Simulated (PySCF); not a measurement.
Trend along group 7: MCl molecules

PBE0 with triple-zeta basis sets in PySCF, for the lowest determinant that a PBE0 search found; no spin–orbit coupling. De refers to high-spin ground-configuration atoms. A positive dipole means M(−)Cl(+).

```json
{"M": "Mn", "basis": "x2c-TZVPPall", "state (unpaired electrons)": "septet (σ ↑↑, π ↑↑, δ ↑↑)", "Re (Å)": "2.231", "ωe (cm⁻¹)": "384", "De (eV)": "3.77", "μ (D)": "-2.82"}
{"M": "Tc", "basis": "def2-TZVPP", "state (unpaired electrons)": "septet (σ ↑↑, π ↑↑, δ ↑↑)", "Re (Å)": "2.344", "ωe (cm⁻¹)": "342", "De (eV)": "n/a", "μ (D)": "-2.23"}
{"M": "Re", "basis": "def2-TZVPP", "state (unpaired electrons)": "septet (σ ↑↑, π ↑↑, δ ↑↑)", "Re (Å)": "2.360", "ωe (cm⁻¹)": "323", "De (eV)": "3.39", "μ (D)": "-2.25"}
```

The shortest bond is that of MnCl (2.231 Å), the longest that of ReCl (2.360 Å).

The rows differ in basis set, which adds steps of its own.

Down a group the atoms grow and get heavier, so bonds lengthen and wavenumbers fall; this series shows no clear exception.

De is left out where the level can put another filling of the metal’s s and d shells below the measured ground configuration, by anything from nothing to about 1 eV. The metal atom is held in its measured ground configuration; semilocal functionals can put another filling of s and d lower by some tenths of an eV, and De to that atom would be smaller. Spin–orbit coupling is left out, which matters for elements this heavy, above all for dissociation energies. With d or f electrons several states lie close, and the lowest PBE0 determinant need not be the measured ground state.
